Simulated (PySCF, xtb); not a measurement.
C5H8, SMILES C1=CCCC1.

GFN2-xTB (xtb 6.7.1) at its own geometry gives an orbital gap of 5.09 eV and a dipole moment of 0.34 D.

Geometry: B3LYP-D3(BJ)/def2-SVP. One conformer was computed; it need not be the lowest.

What does PySCF with HF/def2-TZVP give? (An estimate is asked for; the answer gives what the named calculation found.)

gap 13.07 eV (levels -9.22 and 3.85 eV), dipole 0.21 D.
